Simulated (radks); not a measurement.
All-electron atom: La4+ in [Kr] 4d10 5s2 5p5.

Method: Dirac Kohn-Sham, PBE, spin-unpolarised, spherical densities, point nucleus; open shells fill j = l - 1/2 first; computed with a radial shooting solver on a logarithmic mesh with Libxc functionals.

Energy parts (eV):
total: -231143.22
kinetic: 247389.50
electron-nucleus: -560385.25
Hartree: 87369.94
exchange-correlation: -5517.41

Orbitals (lengths in bohr, moments of r in powers of bohr):
orbital  occ.  eigenvalue (eV)      <r^4>
1s1/2       2        -38758.18  1.918e-06
2s1/2       2        -6199.562  0.0003177
2p1/2       2        -5848.734  0.0002005
2p3/2       4        -5435.592  0.0002480
3s1/2       2        -1355.942    0.01307
3p1/2       2        -1208.108    0.01223
3p3/2       4        -1127.575    0.01437
3d3/2       4        -868.7854    0.01113
3d5/2       6        -851.5562    0.01170
4s1/2       2        -303.8351     0.3383
4p1/2       2        -249.4190     0.3991
4p3/2       4        -232.2605     0.4660
4d3/2       4        -143.0400     0.7278
4d5/2       6        -140.0534     0.7644
4f5/2       0         -41.1286      4.527
4f7/2       0         -40.8239      4.650
5s1/2       2         -74.4081      9.425
5p1/2       2         -58.8999      14.09
5p3/2       3         -56.0601      16.28
5d3/2       0         -34.1784      44.88
5d5/2       0         -33.8161      46.63
6s1/2       0         -28.5285      170.8
6p1/2       0         -23.7502      263.3
6p3/2       0         -23.0256      292.9

The highest occupied level is 5p3/2 at -56.060 eV. Summed over all electrons, <r^2> = 34.06 bohr^2, which gives a Langevin (diamagnetic) susceptibility term of -27 x 10^-6 cm^3/mol.
